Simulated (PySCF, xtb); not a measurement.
C₅H₈Si, SMILES C1[C@H]([SiH3])[C@@H]1C#C.

Harmonic wavenumbers (cm⁻¹) from xtb with GFN2-xTB at its own minimum, in rising order: 62, 113, 166, 234, 263, 446, 452, 536, 566, 650, 662, 688, 775, 786, 792, 820, 876, 963, 990, 1034, 1066, 1080, 1125, 1210, 1298, 1380, 1468, 2242, 2263, 2280, 2283, 3006, 3020, 3074, 3089, 3398.

Problem. What does ωB97X-D3(BJ)/def2-SVP run with PySCF give at its own minimum? (An estimate is asked for; the answer gives what the named calculation found.)

Solution. 91, 150, 185, 252, 280, 517, 534, 589, 680, 706, 734, 745, 798, 861, 943, 957, 967, 976, 1018, 1027, 1095, 1121, 1144, 1214, 1327, 1403, 1495, 2246, 2259, 2267, 2271, 3160, 3180, 3193, 3260, 3486. Paired by order, the mean absolute difference is 57 cm⁻¹ and the zero-point energies are 64.6 and 67.4 kcal/mol.
